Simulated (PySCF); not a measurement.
boron atom (B), doublet; B3LYP5/6-311G** (PySCF).

PySCF was given this input:
```python
from pyscf import gto, scf, dft

mol = gto.Mole()
mol.atom = '''
    B     0.000000    0.000000    0.000000
'''
mol.basis = '6-311g**'
mol.charge = 0
mol.spin = 1
mol.verbose = 4
mol.build()

mf = dft.UKS(mol)
mf.xc = 'b3lyp5'
mf.kernel()
```

The log (banner, timings and long lists left out):

```
PySCF version 2.14.0

[INPUT] verbose = 4
[INPUT] num. atoms = 1
[INPUT] num. electrons = 5
[INPUT] charge = 0
[INPUT] spin (= nelec alpha-beta = 2S) = 1
[INPUT] symmetry False subgroup None
[INPUT] Mole.unit = angstrom
[INPUT] Symbol           X                Y                Z      unit          X                Y                Z       unit  Magmom
[INPUT]  1 B      0.000000000000   0.000000000000   0.000000000000 AA    0.000000000000   0.000000000000   0.000000000000 Bohr   0.0

nuclear repulsion = 0
number of shells = 8
number of NR pGTOs = 31
number of NR cGTOs = 18
basis = 6-311g**
ecp = {}

******** <class 'pyscf.dft.uks.UKS'> ********
method = UKS
initial guess = minao
damping factor = 0
level_shift factor = 0
DIIS = <class 'pyscf.scf.diis.CDIIS'>
diis_start_cycle = 1
diis_space = 8
diis_damp = 0
SCF conv_tol = 1e-09
SCF conv_tol_grad = None
SCF max_cycles = 50
direct_scf = True
direct_scf_tol = 1e-13
number electrons alpha = 3  beta = 2
XC library pyscf.dft.libxc version 7.1.2
    S. Lehtola, C. Steigemann, M. J. T. Oliveira, and M. A. L. Marques,  SoftwareX 7, 1–5 (2018)
XC functionals = b3lyp5
    P. A. M. Dirac,  Math. Proc. Cambridge Philos. Soc. 26, 376 (1930)
    F. Bloch,  Z. Phys. 57, 545 (1929)
    A. D. Becke,  Phys. Rev. A 38, 3098 (1988)
    C. Lee, W. Yang, and R. G. Parr,  Phys. Rev. B 37, 785 (1988)
    B. Miehlich, A. Savin, H. Stoll, and H. Preuss,  Chem. Phys. Lett. 157, 200 (1989)
    S. H. Vosko, L. Wilk, and M. Nusair,  Can. J. Phys. 58, 1200 (1980)
radial grids:
    Treutler-Ahlrichs [JCP 102, 346 (1995); DOI:10.1063/1.469408] (M4) radial grids

becke partition: Becke, JCP 88, 2547 (1988); DOI:10.1063/1.454033
pruning grids: <function nwchem_prune>
grids dens level: 3
symmetrized grids: False
atomic radii adjust function: <function treutler_atomic_radii_adjust>
small_rho_cutoff = 0
Set gradient conv threshold to 3.16228e-05
tot grids = 14048
init E= -24.5887436904724

cycle= 1 E= -24.6383391801193  delta_E= -0.0496  |g|= 0.0649  |ddm|= 0.537
cycle= 2 E= -24.6437292754588  delta_E= -0.00539  |g|= 0.0234  |ddm|= 0.173
cycle= 3 E= -24.6441961663453  delta_E= -0.000467  |g|= 0.00393  |ddm|= 0.0593
cycle= 4 E= -24.6442186292289  delta_E= -2.25e-05  |g|= 0.000314  |ddm|= 0.011
cycle= 5 E= -24.6442187531892  delta_E= -1.24e-07  |g|= 3.34e-05  |ddm|= 0.000813
cycle= 6 E= -24.6442187549169  delta_E= -1.73e-09  |g|= 1.33e-06  |ddm|= 0.000143
cycle= 7 E= -24.6442187549201  delta_E= -3.21e-12  |g|= 2.37e-07  |ddm|= 5.48e-06
Extra cycle  E= -24.6442187549208  delta_E= -7.18e-13  |g|= 2.31e-07  |ddm|= 1.34e-06
converged SCF energy = -24.6442187549208  <S^2> = 0.75251116  2S+1 = 2.0025096
```
